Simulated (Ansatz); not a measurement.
An input meant for CrO2(OH)2 (CrO₄H₂) (charge 0, singlet; atoms displaced at random, 0.08 Å in each coordinate; with a point charge).

```yaml
crystal:
  periodic: [false, false, false]
  atoms:
    - {symbol: Cr, position_ang: [0.350183, 0.109586, 0.721466]}
    - {symbol: O, position_ang: [0.469393, 0.051119, 3.510993]}
    - {symbol: O, position_ang: [3.080365, 1.092709, -0.333656]}
    - {symbol: O, position_ang: [-1.601336, 2.614678, -0.550582]}
    - {symbol: H, position_ang: [-1.386144, 3.235314, -1.963926]}
    - {symbol: O, position_ang: [-0.090817, -2.628489, -0.944875]}
    - {symbol: H, position_ang: [-1.302763, -3.904550, 0.442787]}
basis:
  gaussian: {orbitals: 6-31G, point_charges: [{charge: -1.00, position_ang: [6.474, -0.950, 0.745]}]}
hamiltonian: {xc: {name: wB97}}
scf: {omitted_lower_state_checks: [starts]}
```

```sh
$ ansatz run in.yaml --threads 4 --pin off --events-out ev --progress --plain --max-ram 3916MiB
```

Output, abridged:

```
Functional definition: wB97
841 factors; their error is unknown
286 factors; integrals over basis functions are off by at most 8.2e-5 eV
mean field evaluation 1: about -36418.2242 eV, gradient 1.7e2 eV
mean field evaluation 2: about -34406.4451 eV, gradient 7.6e2 eV
mean field evaluation 4: about -35665.9948 eV, gradient 5.3e2 eV
mean field evaluation 8: about -36601.0933 eV, gradient 1.4e1 eV
mean field evaluation 16: about -36604.1348 eV, gradient 1.9e-1 eV
mean field evaluation 32: about -36604.1940 eV, gradient 9.4e-4 eV
mean field evaluation 64: about -36604.1940 eV, gradient 1.4e-4 eV
Error: the lowest state found, at -36604.194007453 eV with a gradient of 2.68e-4 eV, was not shown to be a converged minimum: no further step was taken; its lowest curvature is 3.97e-2 eV
```

In this input the coordinates are in bohr but typed as ångström. The run stopped with an error.
